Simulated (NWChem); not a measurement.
System: SiICl, singlet; SMILES Cl[Si]I

Parts of the log:

```
             Northwest Computational Chemistry Package (NWChem) 7.3.0
             --------------------------------------------------------

                             Geometry "geometry" -> ""
                             -------------------------

 Output coordinates in angstroms (scale by  1.889725989 to convert to a.u.)

  No.       Tag          Charge          X              Y              Z
 ---- ---------------- ---------- -------------- -------------- --------------
    1 Si                  14.0000     1.04799800    -1.12194600     0.00000000
    2 Cl                  17.0000    -0.55628200    -2.46066400     0.00000000
    3 I                   53.0000    -0.09906800     1.09000500     0.00000000

 Effective nuclear repulsion energy (a.u.)     351.0414545508

                                 NWChem DFT Module
                                 -----------------

 Summary of "ao basis" -> "ao basis" (spherical)
 ------------------------------------------------------------------------------
       Tag                 Description            Shells   Functions and Types
 ---------------- ------------------------------  ------  ---------------------
 Si                        def2-svpd                10       24   5s3p2d
 Cl                        def2-svpd                11       27   5s4p2d
 I                         def2-svpd                13       35   5s5p3d

            General Information
            -------------------
          SCF calculation type: DFT
          Wavefunction type:  closed shell.
          No. of atoms     :     3
          No. of electrons :    56
           Alpha electrons :    28
            Beta electrons :    28
          Charge           :     0
          Spin multiplicity:     1
          Use of symmetry is: off; symmetry adaption is: off
          Maximum number of iterations: 150
          AO basis - number of functions:    86
                     number of shells:    34
          Convergence on energy requested:  1.00D-06
          Convergence on density requested:  1.00D-05
          Convergence on gradient requested:  5.00D-04

              XC Information
              --------------
          PerdewBurkeErnzerhof Exchange Functional  1.000
            Perdew 1991 LDA Correlation Functional  1.000 local
           PerdewBurkeErnz. Correlation Functional  1.000 non-local

             Grid Information
             ----------------
          Grid used for XC integration:  medium
          Radial quadrature: Mura-Knowles
          Angular quadrature: Lebedev.
          Tag              B.-S. Rad. Rad. Pts. Rad. Cut. Ang. Pts.
          ---              ---------- --------- --------- ---------
          Si                  1.10       88          12.0       590
          Cl                  1.00       88          14.0       590
          I                   1.40      123          13.0       590
          Grid pruning is: on
          Number of quadrature shells:   299
          Spatial weights used:  Erf1

      Superposition of Atomic Density Guess
      -------------------------------------

 Sum of atomic energies:       -1095.19512001

      Non-variational initial energy
      ------------------------------

 Total energy =   -1045.053347
 1-e energy   =   -1946.750084
 2-e energy   =     704.267382
 HOMO         =      -0.255224
 LUMO         =      -0.051353

   convergence    iter        energy       DeltaE   RMS-Dens  Diis-err
 ---------------- ----- ----------------- --------- --------- ---------
 d= 0,ls=0.0,diis     1  -1046.8052612849 -1.24D+03  2.40D-02  4.77D-01
 d= 0,ls=0.0,diis     2  -1046.4100223099  3.95D-01  1.91D-02  2.41D+00
 d= 0,ls=0.0,diis     3  -1046.8638842553 -4.54D-01  6.77D-03  5.68D-02
 d= 0,ls=0.0,diis     4  -1046.8678509960 -3.97D-03  3.04D-03  4.84D-02
 d= 0,ls=0.0,diis     5  -1046.8775727629 -9.72D-03  5.35D-04  1.27D-03
  Resetting Diis
 d= 0,ls=0.0,diis     6  -1046.8777498055 -1.77D-04  1.50D-04  1.67D-04
 d= 0,ls=0.0,diis     7  -1046.8777824510 -3.26D-05  7.16D-05  3.87D-06
 d= 0,ls=0.0,diis     8  -1046.8777811735  1.28D-06  5.22D-05  9.29D-06
 d= 0,ls=0.0,diis     9  -1046.8777830503 -1.88D-06  1.32D-05  9.83D-07
 d= 0,ls=0.0,diis    10  -1046.8777832413 -1.91D-07  2.53D-06  3.07D-08

         Total DFT energy =    -1046.877783241298
      One electron energy =    -1947.416213715729
           Coulomb energy =      774.080379732984
    Exchange-Corr. energy =      -70.971303493148
 Nuclear repulsion energy =      197.429354234595

 Numeric. integr. density =       55.999999639076

                       DFT Final Molecular Orbital Analysis
                       ------------------------------------

 Vector   26  Occ=2.000000D+00  E=-2.645374D-01
              MO Center= -2.5D-02,  7.1D-01, -6.6D-09, r^2= 2.9D+00
   Bfn.  Coefficient  Atom+Function         Bfn.  Coefficient  Atom+Function
  ----- ------------  ---------------      ----- ------------  ---------------
    65      0.575445  3 I  pz                68      0.472421  3 I  pz
    62     -0.231720  3 I  pz                59     -0.187952  3 I  pz
    38     -0.170804  2 Cl pz                35     -0.129475  2 Cl pz
    14      0.120895  1 Si pz                11      0.100219  1 Si pz
    32     -0.073924  2 Cl pz                 8     -0.052749  1 Si pz

 Vector   27  Occ=2.000000D+00  E=-2.538026D-01
              MO Center=  7.7D-02,  2.6D-01,  3.9D-09, r^2= 4.2D+00
   Bfn.  Coefficient  Atom+Function         Bfn.  Coefficient  Atom+Function
  ----- ------------  ---------------      ----- ------------  ---------------
    64      0.436815  3 I  py                67      0.340582  3 I  py
    63      0.318184  3 I  px                66      0.265878  3 I  px
    37      0.218648  2 Cl py                 3      0.182400  1 Si s
    36     -0.177672  2 Cl px                61     -0.173398  3 I  py
    34      0.161415  2 Cl py                12      0.155438  1 Si px

 Vector   28  Occ=2.000000D+00  E=-2.372974D-01
              MO Center=  4.9D-01, -2.8D-01, -1.5D-09, r^2= 4.7D+00
   Bfn.  Coefficient  Atom+Function         Bfn.  Coefficient  Atom+Function
  ----- ------------  ---------------      ----- ------------  ---------------
    63      0.445695  3 I  px                 3     -0.396104  1 Si s
    66      0.380306  3 I  px                 4     -0.288882  1 Si s
    36      0.255408  2 Cl px                 2     -0.223195  1 Si s
     9     -0.195482  1 Si px                33      0.188034  2 Cl px
    60     -0.177843  3 I  px                12     -0.165979  1 Si px

 Vector   29  Occ=0.000000D+00  E=-1.441840D-01
              MO Center=  7.9D-01, -9.4D-01, -1.6D-12, r^2= 3.6D+00
   Bfn.  Coefficient  Atom+Function         Bfn.  Coefficient  Atom+Function
  ----- ------------  ---------------      ----- ------------  ---------------
    14      0.605808  1 Si pz                11      0.446473  1 Si pz
    38     -0.241142  2 Cl pz                68     -0.240014  3 I  pz
    65     -0.229603  3 I  pz                 8     -0.221777  1 Si pz
    35     -0.167114  2 Cl pz                32     -0.092803  2 Cl pz
    62      0.089846  3 I  pz                59      0.072116  3 I  pz

 Vector   30  Occ=0.000000D+00  E=-6.421394D-02
              MO Center=  5.3D-01, -3.3D-01,  5.2D-09, r^2= 6.1D+00
   Bfn.  Coefficient  Atom+Function         Bfn.  Coefficient  Atom+Function
  ----- ------------  ---------------      ----- ------------  ---------------
     4      0.480486  1 Si s                 13      0.452928  1 Si py
     5     -0.399523  1 Si s                 12     -0.389377  1 Si px
    67      0.388559  3 I  py                 3      0.300645  1 Si s
    10      0.298244  1 Si py                64      0.276982  3 I  py
    54     -0.262705  3 I  s                 55     -0.263822  3 I  s

 Vector   31  Occ=0.000000D+00  E=-4.318465D-02
              MO Center=  8.0D-01, -1.1D+00,  2.5D-08, r^2= 5.3D+00
   Bfn.  Coefficient  Atom+Function         Bfn.  Coefficient  Atom+Function
  ----- ------------  ---------------      ----- ------------  ---------------
    12      0.420365  1 Si px                13      0.376437  1 Si py
    28      0.347458  2 Cl s                 29     -0.331661  2 Cl s
     4     -0.325973  1 Si s                 36      0.280362  2 Cl px
    10      0.261303  1 Si py                 9      0.250049  1 Si px
     5      0.246324  1 Si s                 27      0.231530  2 Cl s

     Multipole analysis of the density
     ---------------------------------

     L   x y z        total         alpha         beta         nuclear
     -   - - -        -----         -----         ----         -------
     0   0 0 0     -0.000000    -28.000000    -28.000000     56.000000

     1   1 0 0      0.278537     -2.448218     -2.448218      5.174973
     1   0 1 0     -0.018353     28.609219     28.609219    -57.236790
     1   0 0 1     -0.000000     -0.000000     -0.000000      0.000000

     2   2 0 0    -39.346412    -56.959051    -56.959051     74.571691
     2   1 1 0     -1.268920     -7.971599     -7.971599     14.674278
     2   1 0 1      0.000000      0.000000      0.000000      0.000000
     2   0 2 0    -39.707925   -288.144804   -288.144804    536.581683
     2   0 1 1      0.000000      0.000000      0.000000      0.000000
     2   0 0 2    -38.349589    -19.174794    -19.174794      0.000000

[...]

 DFT Linear Response polarizability / au
 Frequency  =       0.0000000 / au
              X              Y              Z
 -----------------------------------------------
 X      78.8258537     -5.7229067      0.0000002
 Y      -5.7229599    115.1018611     -0.0000009
 Z       0.0000002     -0.0000009     61.9066341
 -----------------------------------------------
 Eigenvalues =      77.9444242    115.9832906     61.9066341
 Isotropic   =      85.2781163
 Anisotropic =      48.1063970
 -----------------------------------------------

 Magnetic Dipole Response Matrix (nonzero elements):

 Exiting AOResponse driver routine
```

Level: PBE/def2-SVPD with def2 effective core potentials on I. Low-valent species are run as closed-shell singlets; no triplet was tried in these runs. All runs use the structure optimised with PBE0/def2-SVP. def2 effective core potentials on I; no spin-orbit coupling.

### Question
Reconstruct the input file.

### Answer
One answer among several that fit: the input that was run:
```
start job
memory heap 200 mb stack 900 mb global 1100 mb
geometry units angstroms noautosym nocenter noautoz
  Si     1.047998    -1.121946     0.000000
  Cl    -0.556282    -2.460664     0.000000
  I     -0.099068     1.090005     0.000000
end
basis spherical
  * library def2-svpd
end
ecp
  I library def2-ecp
end
dft
  xc xpbe96 cpbe96
  iterations 150
end
property
  response 1 0.0
end
task dft property
```
